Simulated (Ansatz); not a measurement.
Ansatz (a quantum-chemistry and plane-wave program) job for AlBr2, SMILES [Br][Al+][Br], charge +1, PBE/def2-SVPD. Geometry: B3LYP-D3(BJ)/def2-TZVP. The multiplicity is an assumed one; other spin states were not compared. The isomer is the one that the SMILES or the coordinates give; other isomers of the formula were not compared.

Ansatz 0.2 input:
```yaml
crystal:
  periodic: [false, false, false]
  atoms:
    - {symbol: Al, position_ang: [0.00000000, 0.00000000, 0.00000000]}
    - {symbol: Br, position_ang: [0.00000000, 0.00000000, -2.15640078]}
    - {symbol: Br, position_ang: [0.00000000, 0.00000000, 2.15640078]}
basis:
  gaussian:
    orbitals: def2-SVPD
hamiltonian:
  xc: {name: PBE}
total_charge: 1
```

Program output:

```
WARN ansatz: RAYON_NUM_THREADS=1 ignored (pool sized by the plan → 1); use --threads N
Functional definition: PBE
integrals: 0.05 GiB planned
1107 factors; their error is unknown
mean field: 0.29 GiB planned
mean field evaluation 1: about -146637.9118 eV, gradient 3.0e1 eV
mean field evaluation 2: about -146630.5118 eV, gradient 6.1e1 eV
mean field evaluation 4: about -146640.9521 eV, gradient 3.4e0 eV
mean field evaluation 8: about -146640.9858 eV, gradient 8.9e-2 eV
mean field -146640.92371780 eV, -5388.9545498409 hartree, gradient 7.3e-5 eV, S^2 0.000000; 0 other end points of the search recorded, 0 dependent functions left out
reference -146640.92379025 eV, -5388.9545525035 hartree; 41, 41 occupied and 65, 65 virtual orbitals, 1107 factors
Total energy: -146640.92379025 eV, -5388.9545525035 hartree
```

The run converged.

Cost: about 1.2 core-seconds (a rough figure).
